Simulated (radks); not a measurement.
The numbers below are computed, except where a source is named.
Valence configurations of Tb (all share [Xe]). Level of theory: Dirac Kohn-Sham, PBE, spin-unpolarised, spherical densities, point nucleus; open shells are shared between the two j in proportion to 2j + 1 (a radial shooting solver on a logarithmic mesh with Libxc functionals). Energies are relative to 4f9 6s2; eigenvalues in eV.

valence          E (eV)  e(4f5/2)  e(4f7/2)  e(5d3/2)  e(5d5/2)  e(6p1/2)
4f9 6s2           0.000    -3.467    -2.683         -         -         -
4f9 6s1.5 6p0.5   1.281    -4.175    -3.391         -         -    -1.654
4f8.5 5d0.5 6s2   1.418    -6.347    -5.533    -2.021    -1.788         -
4f9 5d1 6s1       2.471    -2.690    -1.907    -1.045    -0.889         -
4f9 6s1 6p1       2.604    -4.846    -4.061         -         -    -1.952
4f9 6s0.5 6p1.5   3.962    -5.488    -4.703         -         -    -2.223
4f8 5d1 6s2       4.038    -9.424    -8.579    -2.592    -2.315         -
4f8 6s2 6p1       5.720   -12.633   -11.786         -         -    -2.428
4f7 6s2 6p2      20.396   -23.246   -22.336         -         -    -3.427

NIST lists [Xe] 4f9 6s2 as the ground configuration; this level of theory agrees among the configurations tried. The energies are those of spherical spin-averaged densities, not of single terms. No valid solution was reached for [Xe] 4f10 6s1.
